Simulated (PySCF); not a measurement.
PySCF input (CCSD(T)/cc-pVDZ):

```python
from pyscf import gto, scf, mp, cc as ccmod

mol = gto.M(
    atom='''
    C    -0.03474644   -0.01975027   -1.05084796
    S    -0.03139027   -0.00932647    0.50594900
    H     0.71072294    0.26772505   -1.79009618
    ''',
    basis='cc-pvdz',
    charge=0,
    spin=1,
    verbose=4,
)

mf = scf.UHF(mol)
mf.conv_tol = 1e-10
mf.max_cycle = 100
mf.kernel()
mo, _, stable, _ = mf.stability(return_status=True)
if not stable:
    mf.kernel(mf.make_rdm1(mo, mf.mo_occ))
mp2 = mp.MP2(mf, frozen=6).run()
cc = ccmod.CCSD(mf, frozen=6)
cc.max_cycle = 100
cc.kernel()
et = cc.ccsd_t()
print(f'E(CCSD(T)) = {cc.e_tot + et:.9f}')
```

End of the output:

```
Extra cycle  E= -435.906136275849  delta_E= -1.02e-12  |g|= 3.72e-07  |ddm|= 8.14e-07
converged SCF energy = -435.906136275849  <S^2> = 0.97097281  2S+1 = 2.2099528
uhf_internal: lowest eigs of H = [0.06796183 0.09234267 0.26826062]
<class 'pyscf.scf.uhf.UHF'> wavefunction is stable in the internal stability analysis

******** <class 'pyscf.mp.ump2.UMP2'> ********
nocc = (np.int64(6), np.int64(5)), nmo = (31, 31)
frozen orbitals 6
E(UMP2) = -436.135071500179  E_corr = -0.228935224330172
E(SCS-UMP2) = -436.128988749387  E_corr = -0.222852473538012
E_corr(same-spin) = -0.0598497642209924
E_corr(oppo-spin) = -0.169085460109179

******** <class 'pyscf.cc.uccsd.UCCSD'> ********
CC2 = 0
CCSD nocc = (np.int64(6), np.int64(5)), nmo = (31, 31)
frozen orbitals 6
max_cycle = 100
direct = 0
conv_tol = 1e-07
conv_tol_normt = 1e-06
diis_space = 6
diis_start_cycle = 0
diis_start_energy_diff = 1e+09
Init t2, MP2 energy = -0.228935228755988
Init E_corr(UCCSD) = -0.228935228756189
cycle = 1  E_corr(UCCSD) = -0.243715148706319  dE = -0.01477992  norm(t1,t2) = 0.0974632
cycle = 2  E_corr(UCCSD) = -0.253288869672089  dE = -0.00957372097  norm(t1,t2) = 0.0471419
cycle = 3  E_corr(UCCSD) = -0.257393077061074  dE = -0.00410420739  norm(t1,t2) = 0.0381755
cycle = 4  E_corr(UCCSD) = -0.263667690426777  dE = -0.00627461337  norm(t1,t2) = 0.0240315
cycle = 5  E_corr(UCCSD) = -0.26318899881314  dE = 0.000478691614  norm(t1,t2) = 0.00948714
cycle = 6  E_corr(UCCSD) = -0.263591795862558  dE = -0.000402797049  norm(t1,t2) = 0.00238438
cycle = 7  E_corr(UCCSD) = -0.263585861769737  dE = 5.93409282e-06  norm(t1,t2) = 0.00091492
cycle = 8  E_corr(UCCSD) = -0.263581659657132  dE = 4.20211261e-06  norm(t1,t2) = 0.00035766
cycle = 9  E_corr(UCCSD) = -0.263581889142432  dE = -2.294853e-07  norm(t1,t2) = 0.000201526
cycle = 10  E_corr(UCCSD) = -0.26358008910485  dE = 1.80003758e-06  norm(t1,t2) = 8.42839e-05
cycle = 11  E_corr(UCCSD) = -0.263580533867348  dE = -4.44762498e-07  norm(t1,t2) = 3.66379e-05
cycle = 12  E_corr(UCCSD) = -0.263580035508446  dE = 4.98358902e-07  norm(t1,t2) = 1.56873e-05
cycle = 13  E_corr(UCCSD) = -0.263580136147339  dE = -1.00638893e-07  norm(t1,t2) = 8.25732e-06
cycle = 14  E_corr(UCCSD) = -0.263580304205796  dE = -1.68058457e-07  norm(t1,t2) = 3.99882e-06
cycle = 15  E_corr(UCCSD) = -0.263580398849664  dE = -9.46438679e-08  norm(t1,t2) = 1.80919e-06
cycle = 16  E_corr(UCCSD) = -0.263580453929462  dE = -5.50797988e-08  norm(t1,t2) = 6.95507e-07
UCCSD converged
E(UCCSD) = -436.1697167297781  E_corr = -0.2635804539294624
UCCSD(T) correction = -0.0110811589077657
E(CCSD(T)) = -436.180797889
```

It need not be the lowest isomer of its formula.

The determinant is spin-contaminated: <S^2> is 0.97 against 0.75 for a pure state.
